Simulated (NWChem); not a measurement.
System: C4H3F; SMILES C#CC(=C)F

NWChem printed, in part:

```
             Northwest Computational Chemistry Package (NWChem) 7.3.0
             --------------------------------------------------------

                             Geometry "geometry" -> ""
                             -------------------------

 Output coordinates in angstroms (scale by  1.889725989 to convert to a.u.)

  No.       Tag          Charge          X              Y              Z
 ---- ---------------- ---------- -------------- -------------- --------------
    1 C                    6.0000     0.05531900     2.19465900     0.00000000
    2 C                    6.0000    -0.00234900     0.97117500     0.00000000
    3 C                    6.0000    -0.05663200    -0.45562700     0.00000000
    4 C                    6.0000    -1.17923000    -1.20276700     0.00000000
    5 F                    9.0000     1.15800100    -1.05097200     0.00000000
    6 H                    1.0000     0.10271400     3.27504100     0.00000000
    7 H                    1.0000    -2.16279000    -0.71684900     0.00000000
    8 H                    1.0000    -1.11142400    -2.29968500     0.00000000

 Effective nuclear repulsion energy (a.u.)     140.1681557158

                                 NWChem DFT Module
                                 -----------------

 Summary of "ao basis" -> "ao basis" (spherical)
 ------------------------------------------------------------------------------
       Tag                 Description            Shells   Functions and Types
 ---------------- ------------------------------  ------  ---------------------
 C                           6-31g*                  6       14   3s2p1d
 F                           6-31g*                  6       14   3s2p1d
 H                           6-31g*                  2        2   2s

 in cosmo_initialize ...

 solvent parameters
 solvname_short: unkn
 solvname_long:  unknown
 dielec:        1.5000

          ---------------
          -cosmo- solvent
          ---------------
 Cosmo: York-Karplus, doi: 10.1021/jp992097l
 dielectric constant -eps-     =   1.50
 screen = (eps-1)/(eps    )    =   0.33333
 surface charge correction     = lagrangian

   van der Waals surface
 --------------------------

[...]

                                   COSMO solvation results
                                   -----------------------

                 gas phase energy =      -253.958042460056
                 sol phase energy =      -253.959587274569
 (electrostatic) solvation energy =         0.001544814512 (    0.97 kcal/mol)

                       DFT Final Molecular Orbital Analysis
                       ------------------------------------

 Vector   16  Occ=2.000000D+00  E=-3.242468D-01
              MO Center=  7.2D-02,  5.5D-01, -1.8D-09, r^2= 2.6D+00
   Bfn.  Coefficient  Atom+Function         Bfn.  Coefficient  Atom+Function
  ----- ------------  ---------------      ----- ------------  ---------------
    19      0.361517  2 C  pz                61     -0.289890  5 F  pz
     5      0.285501  1 C  pz                33      0.236013  3 C  pz
    65     -0.215962  5 F  pz                23      0.210969  2 C  pz
    47      0.165249  4 C  pz                 9      0.158497  1 C  pz
    51      0.117862  4 C  pz                37      0.102658  3 C  pz

 Vector   17  Occ=2.000000D+00  E=-2.934592D-01
              MO Center=  3.0D-02,  1.5D+00, -1.9D-10, r^2= 1.6D+00
   Bfn.  Coefficient  Atom+Function         Bfn.  Coefficient  Atom+Function
  ----- ------------  ---------------      ----- ------------  ---------------
    17      0.419390  2 C  px                 3      0.410746  1 C  px
     7      0.262690  1 C  px                21      0.224551  2 C  px
    60     -0.114673  5 F  py                64     -0.082402  5 F  py
    46      0.073735  4 C  py                48      0.058959  4 C  s
    76     -0.058247  8 H  s                 75     -0.045827  8 H  s

 Vector   18  Occ=2.000000D+00  E=-2.469355D-01
              MO Center= -4.2D-01,  5.2D-02, -2.0D-10, r^2= 3.5D+00
   Bfn.  Coefficient  Atom+Function         Bfn.  Coefficient  Atom+Function
  ----- ------------  ---------------      ----- ------------  ---------------
    47      0.370337  4 C  pz                 5     -0.307344  1 C  pz
    51      0.300115  4 C  pz                33      0.276553  3 C  pz
     9     -0.224242  1 C  pz                19     -0.202627  2 C  pz
    61     -0.181065  5 F  pz                37      0.142902  3 C  pz
    65     -0.141921  5 F  pz                23     -0.106636  2 C  pz

 Vector   19  Occ=0.000000D+00  E=-3.415986D-02
              MO Center= -4.3D-01,  1.2D-01,  2.1D-09, r^2= 3.7D+00
   Bfn.  Coefficient  Atom+Function         Bfn.  Coefficient  Atom+Function
  ----- ------------  ---------------      ----- ------------  ---------------
    51      0.469963  4 C  pz                 9      0.396271  1 C  pz
    47      0.370924  4 C  pz                33     -0.332768  3 C  pz
    37     -0.321552  3 C  pz                 5      0.315477  1 C  pz
    23     -0.255256  2 C  pz                19     -0.201869  2 C  pz
    61      0.131984  5 F  pz                65      0.122535  5 F  pz

 Vector   20  Occ=0.000000D+00  E= 1.534614D-02
              MO Center=  1.9D-02,  1.1D+00, -9.1D-10, r^2= 3.0D+00
   Bfn.  Coefficient  Atom+Function         Bfn.  Coefficient  Atom+Function
  ----- ------------  ---------------      ----- ------------  ---------------
     7      0.580185  1 C  px                21     -0.491946  2 C  px
     3      0.404026  1 C  px                17     -0.376692  2 C  px
    76      0.331501  8 H  s                 62      0.226485  5 F  s
    34     -0.223095  3 C  s                 48     -0.202409  4 C  s
    35     -0.175863  3 C  px                63     -0.155210  5 F  px

[...]
```

Level: B3LYP/6-31G* (spherical d), COSMO on the gas-phase geometry. Geometry: optimised at PBE-D3(BJ)/def2-SVP. B3LYP is NWChem's, with the RPA form of VWN correlation. COSMO prints the solvation energy as gas minus solution, so a positive value is a stabilisation.

Task: Reconstruct the input file.

Result: Several could match; the one computed here: the input that was run:
```
start job
memory heap 200 mb stack 900 mb global 1100 mb
geometry units angstroms noautosym nocenter noautoz
  C      0.055319     2.194659     0.000000
  C     -0.002349     0.971175     0.000000
  C     -0.056632    -0.455627     0.000000
  C     -1.179230    -1.202767     0.000000
  F      1.158001    -1.050972     0.000000
  H      0.102714     3.275041     0.000000
  H     -2.162790    -0.716849     0.000000
  H     -1.111424    -2.299685     0.000000
end
basis spherical
  C library 6-31g*
  F library 6-31g*
  H library 6-31g*
end
dft
  xc b3lyp
  iterations 150
end
cosmo
  dielec 1.5
end
task dft energy
```
